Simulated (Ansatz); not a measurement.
CH7ClOSi2, SMILES [SiH3]CO[SiH2]Cl.

Geometry: PBE0-D3(BJ)/def2-SVP. The structure was generated by enumeration, and PubChem lists no compound with its InChIKey, so it may never have been made. One conformer was computed; it need not be the lowest.

Two levels are set side by side: PBE/def2-TZVPD (Ansatz, a first-principles code) and CAM-B3LYP/def2-TZVPD (Ansatz). Energy differences of separate SCF runs at the same geometry; the states with an electron removed or added have multiplicity 2 and 2. Differences are taken from unrounded values.

| quantity | CAM-B3LYP |
|---|---|
| vertical ionisation energy (eV) | 10.11 |
| vertical singlet–triplet gap (eV) | 6.70 |

Task: What does PBE give, and how far is it from CAM-B3LYP? (The exact figures need the calculation; the answer reports its results.)

Result: 
| quantity | PBE | PBE minus CAM-B3LYP |
|---|---|---|
| vertical ionisation energy (eV) | 9.53 | -0.58 |
| vertical singlet–triplet gap (eV) | 5.81 | -0.89 |
